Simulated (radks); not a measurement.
The numbers below are computed, except where a source is named.
C, configuration [He] 2s2 2p2. Level of theory: scalar-relativistic Kohn-Sham, r2SCAN, spin-polarised, spherical densities, finite nucleus; open shells are filled with parallel spins first; meta-GGA in the generalised Kohn-Sham scheme; Fermi nuclear charge, rms radius 2.4702 fm (a radial shooting solver on a logarithmic mesh with Libxc functionals).

Unscreened Slater integrals over Kohn-Sham orbitals (eV). They are taken over the spin-up orbitals.

integral,value
"F0(2p,2p)",14.598
"F2(2p,2p)",6.5518
"F0(2p,2s)",15.221
"G1(2p,2s)",9.3527
"F0(2p,1s)",21.142
"G1(2p,1s)",1.8676
"F0(2s,2s)",15.962
"F0(2s,1s)",22.649
"G0(2s,1s)",1.5816
"F0(1s,1s)",94.989

Derived for the open shells (J is the average intra-shell exchange parameter used in DFT+U). 2p: J = F2/5 = 1.310 eV; in LS coupling 1D lies 6 F2/25 = 1.572 eV above 3P.
